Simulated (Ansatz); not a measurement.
Reaction (ligand exchange at the Sn–C bond): `F[CH]([SiH3])[SnH3]` + CH₃OH → `C[O][SnH3]` + `FC[SiH3]`

Program: Ansatz. Geometries: PBE0-D4/def2-TZVP. ΔE: electronic, gas phase. CCSD(T)/CBS adds triple-zeta CCSD(T) − MP2 to the extrapolated MP2 energy (def2 sets, frozen cores). This one scheme is used for every species. DFT in def2-TZVPP. B3LYP here is the variant with VWN-RPA as its local correlation; programs differ in this. HSE06 is defined as in plane-wave codes. def2 core potentials past Kr. For Sn outer-core shells are correlated without core-valence functions, which leaves a few kJ/mol of doubt a bond.

```csv
level,ΔE (kJ/mol),difference from CCSD(T)/CBS
LDA (SPW92),-29.6,9.7
PBE-D4,-34.3,5.0
revPBE-D4,-35.9,3.4
BLYP-D4,-42.4,-3.1
B97M-V,-49.0,-9.7
PBE0-D4,-34.5,4.8
B3LYP-D4,-42.0,-2.7
r2SCANh-D4,-40.5,-1.2
r2SCAN0-D4,-39.4,-0.1
HSE06-D4,-34.2,5.1
BHLYP-D4,-43.5,-4.2
CAM-B3LYP-D4,-45.0,-5.7
ωB97X-V,-43.0,-3.7
PBE-QIDH,-38.4,0.9
PBE,-37.1,2.2
revPBE,-39.0,0.3
BLYP,-47.4,-8.1
r2SCAN,-42.1,-2.8
B3LYP,-46.5,-7.2
r2SCANh,-41.3,-2.0
r2SCAN0,-40.3,-1.0
HSE06,-36.8,2.5
BHLYP,-49.1,-9.8
CAM-B3LYP,-47.8,-8.5
LC-ωPBE,-41.6,-2.3
HF/def2-SVP,-52.7,-13.4
MP2/def2-SVP,-45.9,-6.6
CCSD/def2-SVP,-44.0,-4.7
CCSD(T)/def2-SVP,-42.8,-3.5
HF/def2-TZVPP,-57.2,-17.9
MP2/def2-TZVPP,-38.4,0.9
SCS-MP2/def2-TZVPP,-43.7,-4.4
CCSD/def2-TZVPP,-39.5,-0.2
CCSD(T)/def2-TZVPP,-37.8,1.5
HF/def2-QZVPP,-58.9,-19.6
MP2/def2-QZVPP,-39.8,-0.5
SCS-MP2/def2-QZVPP,-45.0,-5.7
HF/CBS(def2),-59.2,-19.9
MP2/CBS(def2),-39.9,-0.6
CCSD/CBS(def2),-41.0,-1.7
CCSD(T)/CBS,-39.3,0
```

Largest T1 diagnostic among the species: 0.013.

At CCSD(T), def2-SVP lies −3.5 kJ/mol from the extrapolated value and def2-TZVPP +1.5 kJ/mol. Leaving LDA and LC-ωPBE aside and taking each functional with its dispersion term where it has one, the values spread over 14.7 kJ/mol, from B97M-V to HSE06-D4. LDA lies +7.4 kJ/mol from PBE without D4. The D4 term adds +4.5 kJ/mol with B3LYP and +2.6 kJ/mol with PBE0; it sums over pairs of atoms, weighted by their polarisabilities, and B3LYP, whose exchange is more repulsive, gets the larger term.
